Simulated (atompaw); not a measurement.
# Before and after: PAW (atompaw) potential for Pm

promethium (Pm), PAW, made with atompaw 4.2.0.5 (PBEsol, scalar-relativistic). Core [Kr] 4d10, reference 4f5 5s2 5p6 5d0.5 6s1.5 6p0. Waves: 5s (bound): rc 1.80 bohr; 6s (bound): rc 2.90 bohr; 5p (bound): rc 2.65 bohr; 6p (bound, empty): rc 3.00 bohr; 5d (bound): rc 3.00 bohr; 5d channel at 4.05 Ry: rc 3.00 bohr; 4f (bound): rc 1.15 bohr; 4f channel at 1.05 Ry: rc 1.15 bohr. Local part: ultrasoft scheme with l = 4 at 1 Ry, radius 2.60 bohr. Core correction: smooth core density matched at 2.25 bohr. Augmentation charge: besselshape compensation charge, radius 2.95 bohr; PAW radius 3.00 bohr; waves and projectors: modrrkj vanderbiltortho.

Change: local potential bessel scheme, radius 2.60 bohr.

Cutoffs: the cutoffs (Ry, on a coarse ladder) from which the occupation-weighted sum of valence levels, in a spherical-Bessel basis at the reference potential, stays within 10 and 1 mRy of its value at 400 Ry; they do not see the model core or the augmentation charge, which bear on the density cutoff.

Question: What does the change do?

Answer: The potential gets neither clearly harder nor softer (100 Ry and 200 Ry → 100 Ry and 200 Ry); the range in which the d phases agree widens (upper end 2.5 → at the end of the scan); neither file shows a bound ghost.

```tsv
quantity	base	changed
cutoff, loose	100 Ry	100 Ry
cutoff, tight	200 Ry	200 Ry
bound ghosts	none	none
s: phases at 3.02 bohr within 0.05 rad from the reference energy up to (Ry; the scan ends near 5)	3.0	3.8
p: phases at 3.02 bohr within 0.05 rad from the reference energy up to (Ry; the scan ends near 5)	4.2	to the end of the scan
d: phases at 3.02 bohr within 0.05 rad from the reference energy up to (Ry; the scan ends near 5)	2.5	to the end of the scan
f: phases at 3.02 bohr within 0.05 rad from the reference energy up to (Ry; the scan ends near 5)	-0.1	-0.1
lowest overlap eigenvalue by channel	s 0.47, p 0.93, d 0.64, f 0.03	s 0.67, p 0.89, d 0.66, f 0.08
```

 The cutoffs see the waves, projectors and local potential, not the compensation charge or the core.
